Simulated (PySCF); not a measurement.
Compound: C4H6O4S.
Geometry (GFN2-xTB, Å), atoms numbered from 1 in this order:
```
atom  x, y, z in Å
C1     2.1723   -0.2310   -0.0390
C2     1.5981    0.1867    1.0737
O3     0.3912    0.8340    1.1655
C4    -0.4673    0.7247    0.1422
C5    -1.2019    1.6847   -0.3806
S6    -0.7393   -0.9704   -0.4576
O7    -0.2498   -1.9397    0.4749
O8    -0.3910   -1.0673   -1.8361
O9    -2.3553   -1.0221   -0.3624
H10    1.7088   -0.1313   -1.0049
H11    3.1292   -0.7152   -0.0001
H12    2.0466    0.1101    2.0528
H13   -1.1144    2.7110   -0.0672
H14   -1.9172    1.4345   -1.1400
H15   -2.6145   -1.6009    0.3569
```

Vertical excitations from PySCF (density fitting, frozen core in the response, grid level 2 and gas phase unless stated; continuum runs use non-equilibrium linear response for the excitations) on a GFN2-xTB geometry. Reference run:

```
                                   settings    S1, eV (f)    S2, eV (f)    S3, eV (f)    S4, eV (f)    S5, eV (f)    S6, eV (f)  T1, eV (Tamm–Dancoff)  mean α (au)
CAM-B3LYP/def2-SVPD, full TDDFT, 8 singlets  5.59 (0.097)  6.80 (0.248)  6.88 (0.115)  6.96 (0.026)  7.35 (0.020)  7.55 (0.034)                   3.95         80.9
```

What do these settings give: LDA/pcSseg-0, full TDDFT, 12 singlets?

```
                             settings    S1, eV (f)    S2, eV (f)    S3, eV (f)    S4, eV (f)    S5, eV (f)    S6, eV (f)  T1, eV (Tamm–Dancoff)  mean α (au)
LDA/pcSseg-0, full TDDFT, 12 singlets  4.42 (0.026)  5.54 (0.007)  5.75 (0.015)  5.81 (0.043)  6.03 (0.077)  6.14 (0.010)                   3.87         65.0
```

S1 moves by -1.17 eV; functional and basis change together, so the shift can't be laid on one. States are counted by energy in each run and needn't keep their character from row to row.

Which orbital pairs make up S1 in each run, and how does it sit against the orbital gap?

```tsv
settings	S1 configurations (weight)	S1 (eV)	orbital gap (eV)	S1 − gap (eV)
CAM-B3LYP/def2-SVPD, full TDDFT, 8 singlets	H→L 0.96	5.59	8.62	-3.03
LDA/pcSseg-0, full TDDFT, 12 singlets	H→L 0.88, H−1→L 0.09	4.42	4.11	+0.31
```

One conformer stands for the species.
